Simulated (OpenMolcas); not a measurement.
**How basis sets differ on BGeNH6 (SMILES B[NH][GeH3])**

BGeNH6: 9 atoms, total charge 0, spin state singlet. SMILES: `B[NH][GeH3]`. The coordinates come from a PBE0-D4/def2-TZVP relaxation.

Quantity: the HOMO–LUMO gap, in eV. The values are calculated.

```
                               level          kind     program  value (eV)  CPU time
                HF/ANO-RCC-MB (DKH2)  Hartree–Fock  OpenMolcas       16.83     7.6 s
                           HF/STO-3G  Hartree–Fock  OpenMolcas       18.47       4 s
                            HF/3-21G  Hartree–Fock  OpenMolcas       15.40     4.8 s
     HF/6-31G* (spherical functions)  Hartree–Fock  OpenMolcas       14.72      12 s
HF/ANO-RCC-VDZP (DKH2, RICD fitting)  Hartree–Fock  OpenMolcas       13.80     5.1 s
```

All-electron rows without a relativistic Hamiltonian named are non-relativistic. The values span 13.80 to 18.47 eV. A Hartree–Fock LUMO above zero doesn't converge with the basis: it sinks as sets grow more diffuse. Orbital gaps aren't excitation energies. CPU times are rough (shared hosts, several kinds of processor and program).
